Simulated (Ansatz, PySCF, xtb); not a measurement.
Lewis adduct: BH3 (SMILES B) (first 4 atoms) with CH4O (SMILES CO); geometry from B3LYP-D3(BJ)/def2-TZVP.
(charge 0, multiplicity 1):
```xyz
10

B      0.0314    -0.0098     0.7831
H     -0.3262     1.1245     0.6106
H     -0.6037    -0.8514     0.2043
H      1.2284    -0.1728     0.7716
C      0.2917     0.5197     3.3531
O     -0.3957    -0.2912     2.3757
H     -0.0646     0.2545     4.3471
H      0.0334     1.5476     3.1189
H      1.3688     0.3799     3.2651
H     -0.2545    -1.2285     2.5583
```

Monomers are frozen at their geometry in the pair; levels with a basis set take the counterpoise correction.

Rows in 6-31G* carry no dispersion term and start afresh at each structure (6-31G* with six Cartesian d functions). MP2/6-31G* freezes PySCF's default core.

Codes used: Ansatz (Gaussian basis) for Hartree–Fock, density functionals and correlated methods; PySCF for 6-31G* rows, the dispersion terms; xtb for the GFN methods. 

**Question.** One of these levels gives -31.82 kcal/mol for the interaction energy. Which?
A. GFN2-xTB
B. PBE-D3(BJ)/def2-TZVPPD
C. MP2/6-31G*

**Answer.** B, PBE-D3(BJ)/def2-TZVPPD. The others give -22.24 (GFN2-xTB), -26.46 (MP2/6-31G*)

Ansatz is an electronic-structure program.
